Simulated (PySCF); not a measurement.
Excitation energy of Os(2+) by level of theory

Os(2+) [Xe] 4f14 5d6 (5D) → Os(2+) [Xe] 4f14 5d5 6s1 (7S), as a difference of total energies. Calculation: PySCF 2.14, in aug-cc-pwCVTZ-PP with ECP60MDF (8s8p7d4f3g, 122 functions); scalar relativity through the core potential. Correlated levels: valence: 5s2 5p6 frozen; valence and next inner shell: nothing frozen outside the core potential. The calculations carry no spin-orbit coupling.

| method | excitation energy (eV) |
| --- | --- |
| UHF | -0.673 |
| LDA | -0.227 |
| PBE | -0.137 |
| PBE0 | -0.074 |
| r2SCAN | -0.617 |
| B3LYP | 0.241 |
| PW91 | -0.134 |
| BHandHLYP | 0.343 |
| MP2 (valence) | -0.016 |
| SCS-MP2 (valence) | 0.680 |
| MP2 (valence and next inner shell) | -0.414 |
| SCS-MP2 (valence and next inner shell) | 0.078 |

Question: How much does correlation contribute at MP2 (valence and next inner shell)?

Answer: -0.414 − (-0.673) = 0.259 eV, measured against UHF.
